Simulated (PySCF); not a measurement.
Level of theory: TPSSh-D3(BJ)/def2-TZVP // B3LYP-D3(BJ)/def2-TZVP in PySCF. Isolated molecules, 0 K electronic values unless said otherwise. One relaxed conformer stands for a flexible species; it need not be the lowest. Delta-SCF ions had no search for a lower state. Excitations are Tamm–Dancoff values on a coarser integration grid. The basis has no diffuse functions, so Rydberg states are missing or too high.

Reference species (SMILES): `C#CC=C` (neutral, multiplicity 1).

| Item | Value |
|---|---|
| HOMO–LUMO gap | 5.17 eV |
| vertical ionisation energy (Delta-SCF) | 9.24 eV |
| brightest of the four lowest singlets (TDA) | 5.86 eV |

Changed species: `C=COC` (C–C–O–C torsion 178°) (X = methoxy; the reference has X = ethynyl).

Question: Predict the effect on the HOMO–LUMO gap, vertical ionisation energy (Delta-SCF) and brightest of the four lowest singlets (TDA).

Answer: the HOMO–LUMO gap rises by 0.90 eV, to 6.07 eV; the vertical ionisation energy (Delta-SCF) falls by 0.61 eV, to 8.63 eV; the brightest of the four lowest singlets (TDA) increases by 1.14 eV, to 7.00 eV.
